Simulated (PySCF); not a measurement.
# Zr¹⁷⁺: ionisation energy

Zr¹⁷⁺ [Ar] 3d5 (6S) → Zr¹⁸⁺ [Ar] 3d4 (5D), as a difference of total energies. Computed with PySCF 2.14 in an uncontracted even-tempered set (17 s from 1.4 bohr⁻², ratio 2.5; 11 p from 1.8 bohr⁻², ratio 2.5; 8 d from 1.8 bohr⁻², ratio 2.5; 4 f from 8.2 bohr⁻², ratio 2.7; 4 g from 12 bohr⁻², ratio 2.7), with no relativity, point nucleus. Correlated levels: outer shells: [Ne] frozen; virtual orbitals above 40 to 60 times the deepest correlated orbital energy dropped. The calculations carry no spin-orbit coupling.

```json
{"method": "UHF", "ionisation energy (eV)": "694.37"}
{"method": "LDA", "ionisation energy (eV)": "694.15"}
{"method": "PBE", "ionisation energy (eV)": "693.57"}
{"method": "PBE0", "ionisation energy (eV)": "694.20"}
{"method": "r2SCAN", "ionisation energy (eV)": "694.48"}
{"method": "TPSSh", "ionisation energy (eV)": "693.44"}
{"method": "MN15", "ionisation energy (eV)": "692.34"}
{"method": "MP2 (outer shells)", "ionisation energy (eV)": "695.05"}
{"method": "SCS-MP2 (outer shells)", "ionisation energy (eV)": "694.59"}
```

Q: How much does correlation contribute at MP2 (outer shells)?

A: 695.05 − (694.37) = 0.68 eV, measured against UHF.

A first-order spin-orbit estimate (lowest level to lowest level, LS coupling) adds -1.847 eV.

All relativistic terms are absent from these numbers, so their closeness to the reference says little about the methods.

For comparison: 690 ± 3 eV (theoretical estimate listed by NIST; NIST Atomic Spectra Database, ionization energies).
